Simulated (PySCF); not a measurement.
Compound: C₆H₁₁B.
Structure used (PBE0-D3(BJ)/def2-SVP), in Å, numbered top down from 1:
```
atom  x, y, z in Å
C1     2.4217   -1.0162    1.4150
C2     1.8722    0.1218    0.9610
B3     0.4986    0.1629    0.2323
C4    -0.4006   -1.0697   -0.1819
C5    -1.7498   -0.4417   -0.5612
C6    -1.4031    0.9385   -1.1282
C7    -0.2655    1.4594   -0.2398
H8     3.3895   -1.0457    1.9291
H9     1.9154   -1.9803    1.2882
H10    2.4330    1.0520    1.1244
H11   -0.4648   -1.9179    0.5173
H12    0.0904   -1.4700   -1.0950
H13   -2.3640   -0.3181    0.3488
H14   -2.3453   -1.0517   -1.2598
H15   -1.0349    0.8248   -2.1636
H16   -2.2761    1.6090   -1.1795
H17    0.3441    2.2661   -0.6772
H18   -0.6829    1.8829    0.6998
```

Probes without a nucleus sit at each ring's centroid and 1 Å off its mean plane on both sides; NICS is minus the shielding there, NICSzz its component along the normal. Level: GIAO PBE0/pcSseg-1 (PySCF, non-relativistic, gas phase) on the PBE0-D3(BJ)/def2-SVP geometry, one conformer.

Ring bond lengths (Å), with Mayer bond orders in brackets: B3–C4 1.581 (0.99), C4–C5 1.536 (1.04), C5–C6 1.532 (1.02), C6–C7 1.534 (1.04), C7–B3 1.577 (0.99).

Problem. Give the NICS values of each ring in ppm.

Solution. 
```csv
ring,type,NICS(0),"NICS(1), two faces","NICS(1)zz, two faces",rms pucker (Å),"centre to ring atoms, mean (Å)"
B3–C4–C5–C6–C7,5-membered ring with B; formal bonds all single,-0.1,-3.2 / -3.1,-2.8 / -2.6,0.17,1.30
```

Problem. What can be read from them?

Solution. 
- B3–C4–C5–C6–C7: mean NICS(1)zz -2.7 ppm, near zero. C4, C5, C6, C7 have four or more neighbours, and the NICS criterion for π rings isn't applied.

Problem. At the first NICS(1) probe listed for ring B3–C4–C5–C6–C7, 1 Å off the ring, what do the in-plane components average?

Solution. The isotropic value is a third of the trace: (3 × -3.2 − (-2.8))/2 = -3.4 ppm.

Problem. Give the inner angles of the rings and the Hirshfeld charges of the ring atoms.

Solution. 
- B3–C4–C5–C6–C7: B3 106.7° (+0.179 e), C4 104.2° (-0.143 e), C5 105.1° (-0.069 e), C6 105.0° (-0.070 e), C7 104.7° (-0.144 e); sum 525.7° against 540° for a flat convex ring.

Problem. How do the values depend on the level or the medium?

Solution. 
| level | NICS(0), B3–C4–C5–C6–C7 | mean NICS(1)zz, B3–C4–C5–C6–C7 |
| --- | --- | --- |
| PBE0/pcSseg-1, gas | -0.1 | -2.7 |
| WP04/pcSseg-1, gas | -0.2 | -2.0 |

The geometry is the same throughout.
